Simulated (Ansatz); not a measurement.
Relaxation of C2H5B2N (10 atoms, charge 0, multiplicity 1), to a largest force component of 0.015 eV/Å in at most 40 steps.

These are results of RKS B3LYP-D4/6-31G* in Ansatz, not measurements.

```xyz
10
Properties=species:S:1:pos:R:3
B 0.276 1.863 -0.215
C 0.157 0.404 0.199
N 0.508 -0.267 1.256
B 0.130 -1.605 0.739
C -0.352 -0.828 -0.452
H 0.708 2.723 0.496
H -0.176 2.245 -1.270
H 0.067 -2.721 1.105
H -1.452 -0.777 -0.527
H 0.216 -1.089 -1.327
```

Task: Where does it end, and by what steps?

Result: The run converged. After 20 steps the energy has fallen by 1.636 eV; H7 moved furthest, 1.54 Å. Joined: C2–B4 (2.08 → 1.79 Å).

| step | energy less start (eV) | largest force component (eV/Å) | accepted |
| --- | --- | --- | --- |
| 0 | 0.0000 | 5.109 | yes |
| 1 | -1.0622 | 1.122 | yes |
| 2 | -1.1467 | 0.959 | yes |
| 3 | -1.1863 | 0.754 | yes |
| 4 | -1.2714 | 0.550 | yes |
| 5 | -1.3034 | 0.757 | yes |
| 6 | -1.3507 | 0.642 | yes |
| 7 | -1.4071 | 0.457 | yes |
| 8 | -1.4376 | 0.440 | yes |
| 9 | -1.4749 | 0.708 | yes |
| 10 | -1.5353 | 0.440 | yes |
| 11 | -1.5773 | 0.551 | yes |
| 12 | -1.5725 | 0.822 | no |
| 13 | -1.6032 | 0.293 | yes |
| 14 | -1.6209 | 0.202 | yes |
| 15 | -1.6325 | 0.145 | yes |
| 16 | -1.6255 | 0.264 | no |
| 17 | -1.6353 | 0.051 | yes |
| 18 | -1.6353 | 0.050 | yes |
| 19 | -1.6351 | 0.090 | no |
| 20 | -1.6356 | 0.014 | yes |

```xyz
10
Properties=species:S:1:pos:R:3
B 0.425 1.708 -0.144
C -0.115 0.320 0.288
N 0.127 -0.189 1.489
B 0.212 -1.395 0.679
C -0.687 -0.841 -0.518
H 0.014 2.695 0.381
H 1.261 1.773 -0.995
H 1.045 -2.246 0.744
H -1.761 -0.919 -0.344
H -0.438 -0.957 -1.577
```

Whether the end is a true minimum wasn't checked by a vibrational analysis.

The run took 2.8 min on 1 thread of AMD EPYC (Zen 3), on a shared host, peak memory 0.18 GiB.
